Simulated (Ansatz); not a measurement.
All numbers were calculated with Ansatz.

`CO[Si@H](F)C#C[Si@@H](F)OC` at its PBE0-D4/def2-TZVP geometry, where that method's forces vanish. The species carries charge 0 and has multiplicity 1.

```tsv
atom	x (Å)	y (Å)	z (Å)
C1	-0.749	-2.548	2.288
O2	-1.407	-2.847	1.072
Si3	-1.025	-2.294	-0.395
F4	0.327	-2.945	-0.928
C5	-0.729	-0.492	-0.335
C6	-0.557	0.708	-0.271
Si7	-0.296	2.516	-0.229
F8	0.286	2.844	1.217
O9	0.731	2.961	-1.392
C10	1.963	2.343	-1.715
H11	0.176	-3.123	2.376
H12	-1.414	-2.821	3.107
H13	-0.516	-1.481	2.362
H14	-2.114	-2.657	-1.312
H15	-1.542	3.271	-0.416
H16	2.261	2.685	-2.706
H17	1.870	1.253	-1.728
H18	2.735	2.627	-0.995
```

**Question.** For each bond, give half the difference of the two atoms' forces along it (eV/Å; positive pushes the atoms apart) under PBE-D4, r2SCAN-D4, B3LYP-D4, ωB97M-V in def2-TZVPP. (Estimate.)

**Answer.** The calculation gave: 
```json
{"bond": "C1–O2", "length (Å)": "1.415", "PBE-D4": "0.20", "r2SCAN-D4": "0.30", "B3LYP-D4": "0.30", "ωB97M-V": "0.26"}
{"bond": "C1–H11", "length (Å)": "1.093", "PBE-D4": "0.08", "r2SCAN-D4": "-0.06", "B3LYP-D4": "-0.09", "ωB97M-V": "-0.11"}
{"bond": "C1–H12", "length (Å)": "1.090", "PBE-D4": "0.08", "r2SCAN-D4": "-0.06", "B3LYP-D4": "-0.12", "ωB97M-V": "-0.10"}
{"bond": "C1–H13", "length (Å)": "1.094", "PBE-D4": "0.08", "r2SCAN-D4": "-0.06", "B3LYP-D4": "-0.09", "ωB97M-V": "-0.10"}
{"bond": "O2–Si3", "length (Å)": "1.615", "PBE-D4": "0.29", "r2SCAN-D4": "-0.01", "B3LYP-D4": "0.03", "ωB97M-V": "-0.02"}
{"bond": "Si3–F4", "length (Å)": "1.593", "PBE-D4": "0.50", "r2SCAN-D4": "0.06", "B3LYP-D4": "0.21", "ωB97M-V": "0.14"}
{"bond": "Si3–C5", "length (Å)": "1.827", "PBE-D4": "-0.71", "r2SCAN-D4": "-0.29", "B3LYP-D4": "0.00", "ωB97M-V": "0.28"}
{"bond": "Si3–H14", "length (Å)": "1.469", "PBE-D4": "-0.02", "r2SCAN-D4": "-0.04", "B3LYP-D4": "-0.18", "ωB97M-V": "-0.26"}
{"bond": "C5–C6", "length (Å)": "1.214", "PBE-D4": "1.06", "r2SCAN-D4": "0.49", "B3LYP-D4": "-0.07", "ωB97M-V": "-0.42"}
{"bond": "C6–Si7", "length (Å)": "1.827", "PBE-D4": "-0.71", "r2SCAN-D4": "-0.29", "B3LYP-D4": "0.00", "ωB97M-V": "0.28"}
{"bond": "Si7–F8", "length (Å)": "1.593", "PBE-D4": "0.50", "r2SCAN-D4": "0.06", "B3LYP-D4": "0.21", "ωB97M-V": "0.14"}
{"bond": "Si7–O9", "length (Å)": "1.615", "PBE-D4": "0.29", "r2SCAN-D4": "-0.01", "B3LYP-D4": "0.03", "ωB97M-V": "-0.02"}
{"bond": "O9–C10", "length (Å)": "1.415", "PBE-D4": "0.20", "r2SCAN-D4": "0.30", "B3LYP-D4": "0.30", "ωB97M-V": "0.26"}
{"bond": "C10–H18", "length (Å)": "1.093", "PBE-D4": "0.08", "r2SCAN-D4": "-0.06", "B3LYP-D4": "-0.09", "ωB97M-V": "-0.11"}
```

B3LYP here is the variant with VWN-RPA as its local correlation; programs differ in this.
